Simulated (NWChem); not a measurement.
System: MoHO₃, doublet; SMILES [OH][Mo](=[O])=[O]

Parts of the log:

```
             Northwest Computational Chemistry Package (NWChem) 7.3.0
             --------------------------------------------------------

 C1  symmetry detected

                             Geometry "geometry" -> ""
                             -------------------------

 Output coordinates in angstroms (scale by  1.889725989 to convert to a.u.)

  No.       Tag          Charge          X              Y              Z
 ---- ---------------- ---------- -------------- -------------- --------------
    1 Mo                  42.0000     0.00007373    -0.03721354    -0.00004814
    2 O                    8.0000     1.38192512    -0.91467721     0.00010772
    3 O                    8.0000    -1.38543122    -0.90884155     0.00010700
    4 O                    8.0000     0.00209606     1.68745055     0.00037420
    5 H                    1.0000     0.00818373     2.65151417    -0.00268931

 Effective nuclear repulsion energy (a.u.)     370.4537775953

                                Z-matrix (autoz)
                                --------

 Units are Angstrom for bonds and degrees for angles

      Type          Name      I     J     K     L     M      Value
      ----------- --------  ----- ----- ----- ----- ----- ----------
    1 Stretch                  1     2                       1.63690
    2 Stretch                  1     3                       1.63687
    3 Stretch                  1     4                       1.72467
    4 Stretch                  4     5                       0.96409
    5 Bend                     2     1     3               115.41060
    6 Bend                     2     1     4               122.34801
    7 Bend                     3     1     4               122.24138
    8 Bend                     5     1     2               122.24236
    9 Bend                     5     1     3               122.34701
   10 Torsion                  1     2     4     5        -179.58618
   11 Torsion                  1     3     4     5         179.57915
   12 Torsion                  3     2     1     4         179.97133
   13 Torsion                  2     3     1     4        -179.97137

                           NWChem Geometry Optimization
                           ----------------------------

[...]

      ----------------------
      Optimization converged
      ----------------------

  Step       Energy      Delta E   Gmax     Grms     Xrms     Xmax
  ---- ---------------- -------- -------- -------- -------- --------
@   18    -294.12409102 -2.6D-07  0.00010  0.00004  0.00037  0.00079
                                     ok       ok       ok       ok

                                Z-matrix (autoz)
                                --------

 Units are Angstrom for bonds and degrees for angles

      Type          Name      I     J     K     L     M      Value     Gradient
      ----------- --------  ----- ----- ----- ----- ----- ---------- ----------
    1 Stretch                  1     2                       1.68266    0.00010
    2 Stretch                  1     3                       1.68172   -0.00009
    3 Stretch                  1     4                       1.87226   -0.00001
    4 Stretch                  4     5                       0.96337   -0.00001
    5 Bend                     2     1     3               113.94713   -0.00000
    6 Bend                     2     1     4               125.15966    0.00001
    7 Bend                     3     1     4               120.89178   -0.00001
    8 Bend                     5     1     2               110.80468    0.00000
    9 Bend                     5     1     3               135.24622   -0.00000
   10 Torsion                  1     2     4     5         179.99144    0.00001
   11 Torsion                  1     3     4     5           1.16479   -0.00000
   12 Torsion                  3     2     1     4        -179.56582   -0.00001
   13 Torsion                  2     3     1     4         179.58635    0.00001

[...]

 Rotational Constants
 --------------------
 A=   0.263347 cm-1  (  0.378889 K)
 B=   0.188090 cm-1  (  0.270613 K)
 C=   0.109723 cm-1  (  0.157864 K)

 Temperature                      =   298.15K
 frequency scaling parameter      =   1.0000

 Zero-Point correction to Energy  =   11.744 kcal/mol  (  0.018715 au)
 Thermal correction to Energy     =   14.521 kcal/mol  (  0.023140 au)
 Thermal correction to Enthalpy   =   15.113 kcal/mol  (  0.024084 au)

 Total Entropy                    =   71.291 cal/mol-K
   - Translational                =   40.846 cal/mol-K (mol. weight = 146.8981)
   - Rotational                   =   25.188 cal/mol-K (symmetry #  =        1)
   - Vibrational                  =    5.257 cal/mol-K

 Cv (constant volume heat capacity) =   13.449 cal/mol-K
   - Translational                  =    2.979 cal/mol-K
   - Rotational                     =    2.979 cal/mol-K
   - Vibrational                    =    7.490 cal/mol-K

[normal modes left out]

 ----------------------------------------------------------------------------
 Normal Eigenvalue ||           Projected Infra Red Intensities
  Mode   [cm**-1]  || [atomic units] [(debye/angs)**2] [(KM/mol)] [arbitrary]
 ------ ---------- || -------------- ----------------- ---------- -----------
    1      -99.900 ||    0.008376           0.193         8.165       1.208
    2       -0.000 ||    0.003200           0.074         3.119       0.462
    3        0.000 ||    0.001806           0.042         1.761       0.261
    4        0.000 ||    0.000069           0.002         0.067       0.010
    5        0.000 ||    0.005444           0.126         5.307       0.785
    6        0.000 ||    0.000000           0.000         0.000       0.000
    7        0.000 ||    0.000889           0.021         0.867       0.128
    8      208.113 ||    0.008837           0.204         8.615       1.275
    9      320.455 ||    0.010401           0.240        10.139       1.500
   10      423.141 ||    0.146710           3.385       143.020      21.162
   11      526.529 ||    0.118711           2.739       115.725      17.123
   12      751.200 ||    0.087908           2.028        85.697      12.680
   13     1014.467 ||    0.265230           6.119       258.559      38.258
   14     1052.031 ||    0.089730           2.070        87.473      12.943
   15     3922.779 ||    0.292585           6.750       285.226      42.204
 ----------------------------------------------------------------------------

 ===============================================================================
      Negative Nuclear Hessian Mode    1  Eigenvalue =    -99.90 cm**(-1)
 -------------------------------------------------------------------------------
   Raw step length:  0.183 angstroms ;  The Raw step for this mode is:
    1 Mo                  42.0000    -0.00001030    -0.00004129     0.03032641
    2 O                    8.0000    -0.00013255     0.00025751    -0.06284580
    3 O                    8.0000     0.00013042     0.00024007    -0.06416689
    4 O                    8.0000     0.00006965    -0.00020867    -0.04928669
    5 H                    1.0000    -0.00007042    -0.00057394    -0.14807150

  Geometry after  100.0% step for mode  1; Step length =  0.183 angstroms
   Maximum component (any atom: x,y, or z) displacement:  0.280
    1 Mo                  42.0000    -0.05652999    -0.03743750     0.03351123
    2 O                    8.0000     1.42052546    -0.84292092    -0.06369314
    3 O                    8.0000    -1.39164854    -1.05953144    -0.06540598
    4 O                    8.0000    -0.26995952     1.82243783    -0.04908268
    5 H                    1.0000     0.30444680     2.59535815    -0.15152242

  Geometry after -100.0% step for mode  1; Step length =  0.183 angstroms
   Maximum component (any atom: x,y, or z) displacement:  0.280
    1 Mo                  42.0000    -0.05650938    -0.03735492    -0.02714160
    2 O                    8.0000     1.42079057    -0.84343595     0.06199845
    3 O                    8.0000    -1.39190938    -1.06001158     0.06292780
    4 O                    8.0000    -0.27009881     1.82285516     0.04949069
    5 H                    1.0000     0.30458763     2.59650603     0.14462058

  Geometry after   50.0% step for mode  1; Step length =  0.091 angstroms
   Maximum component (any atom: x,y, or z) displacement:  0.140
    1 Mo                  42.0000    -0.05652484    -0.03741686     0.01834802
    2 O                    8.0000     1.42059174    -0.84304968    -0.03227024
    3 O                    8.0000    -1.39171375    -1.05965147    -0.03332254
    4 O                    8.0000    -0.26999434     1.82254216    -0.02443934
    5 H                    1.0000     0.30448200     2.59564512    -0.07748667

  Geometry after  -50.0% step for mode  1; Step length =  0.091 angstroms
   Maximum component (any atom: x,y, or z) displacement:  0.140
    1 Mo                  42.0000    -0.05651453    -0.03737556    -0.01197840
    2 O                    8.0000     1.42072430    -0.84330719     0.03057555
    3 O                    8.0000    -1.39184417    -1.05989154     0.03084435
    4 O                    8.0000    -0.27006399     1.82275083     0.02484735
    5 H                    1.0000     0.30455242     2.59621906     0.07058483

  Geometry after   71.5% step for mode  1; Step length =  0.131 angstroms
   Maximum component (any atom: x,y, or z) displacement:  0.200
    1 Mo                  42.0000    -0.05652705    -0.03742572     0.02486089
    2 O                    8.0000     1.42056327    -0.84299437    -0.04576695
    3 O                    8.0000    -1.39168574    -1.05959992    -0.04710296
    4 O                    8.0000    -0.26997938     1.82249735    -0.03502410
    5 H                    1.0000     0.30446688     2.59552186    -0.10928637

  Geometry after  -71.5% step for mode  1; Step length =  0.131 angstroms
   Maximum component (any atom: x,y, or z) displacement:  0.200
    1 Mo                  42.0000    -0.05651232    -0.03736670    -0.01849127
    2 O                    8.0000     1.42075276    -0.84336250     0.04407226
    3 O                    8.0000    -1.39187218    -1.05994310     0.04462478
    4 O                    8.0000    -0.27007894     1.82279564     0.03543211
    5 H                    1.0000     0.30456754     2.59634232     0.10238453

  Geometry after   35.7% step for mode  1; Step length =  0.065 angstroms
   Maximum component (any atom: x,y, or z) displacement:  0.100
    1 Mo                  42.0000    -0.05652337    -0.03741097     0.01402285
    2 O                    8.0000     1.42061065    -0.84308640    -0.02330715
    3 O                    8.0000    -1.39173235    -1.05968571    -0.02417102
    4 O                    8.0000    -0.27000427     1.82257192    -0.01741005
    5 H                    1.0000     0.30449205     2.59572697    -0.05636864

  Geometry after  -35.7% step for mode  1; Step length =  0.065 angstroms
   Maximum component (any atom: x,y, or z) displacement:  0.100
    1 Mo                  42.0000    -0.05651600    -0.03738145    -0.00765323
    2 O                    8.0000     1.42070539    -0.84327047     0.02161246
    3 O                    8.0000    -1.39182557    -1.05985731     0.02169284
    4 O                    8.0000    -0.27005405     1.82272107     0.01781806
    5 H                    1.0000     0.30454238     2.59613720     0.04946681
```

Level: PBE0/def2-SVP with def2 effective core potentials on Mo, spin-unrestricted. The spin multiplicity was typed, not searched, and may not be the lowest. def2 effective core potentials on Mo; no spin-orbit coupling. The optimisation ended at a saddle point (imaginary frequency).

**Question.** Write an input that gives this output.

**Answer.** Several could match; the one computed here: the input that was run:
```
start job
memory heap 200 mb stack 900 mb global 1100 mb
geometry units angstroms
  Mo     0.009045    -0.010309     0.008242
  O      1.520648    -0.419843    -0.467987
  O     -0.508178    -0.718931     1.390159
  O     -0.972332     1.092613    -0.883348
  H     -1.518512     1.707162    -1.386818
end
basis spherical
  * library def2-svp
end
ecp
  Mo library def2-ecp
end
dft
  odft
  mult 2
  xc pbe0
  iterations 150
end
driver
  maxiter 120
end
task dft optimize
dft
  grid fine
  convergence energy 1d-8 density 1d-7
end
task dft freq numerical
```
